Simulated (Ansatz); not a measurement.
Reaction (SMILES): Br (HBr) → [Br-] + H+
B3LYP-D3(BJ)/def2-TZVP geometries, fixed; electronic energies without zero-point terms.
Largest species:
```xyz
2

Br     0.0000     0.0000    -0.0396
H      0.0000     0.0000     1.3852
```
Charge 0, spin multiplicity 1.

The deprotonation energy at CCSD(T) with Ansatz (an electronic-structure program), in kcal/mol, split into its Hartree-Fock and correlation parts. Cores are frozen (with 3d on Ga to Br). No added dispersion term, no relativity. Functions are those of the species that has most.

| basis | X | functions | Hartree-Fock | CCSD(T) |
|---|---|---|---|---|
| aug-cc-pVDZ | 2 | 45 | 320.80 | 326.12 |
| aug-cc-pVTZ | 3 | 82 | 323.19 | 327.63 |
| aug-cc-pVQZ | 4 | 139 | 323.55 | 326.32 |
| aug-cc-pV5Z | 5 | 220 | 323.64 | 325.99 |

Worked estimate of the basis-set limit from each neighbouring pair, with Hartree-Fock from the larger set and the correlation part extrapolated as X^-3.
Correlation parts: X = 2: 5.32, X = 3: 4.44, X = 4: 2.77, X = 5: 2.35.
- (2,3): (27·(4.44) - 8·(5.32))/19 = 4.07; with Hartree-Fock 323.19 the estimate is 327.26 kcal/mol.
- (3,4): (64·(2.77) - 27·(4.44))/37 = 1.55; with Hartree-Fock 323.55 the estimate is 325.10 kcal/mol.
- (4,5): (125·(2.35) - 64·(2.77))/61 = 1.91; with Hartree-Fock 323.64 the estimate is 325.55 kcal/mol.
The last two estimates differ by 0.45 kcal/mol; the largest set lies 0.44 from the last. Over the last step Hartree-Fock moves by 0.09 and the correlation part by -0.42.
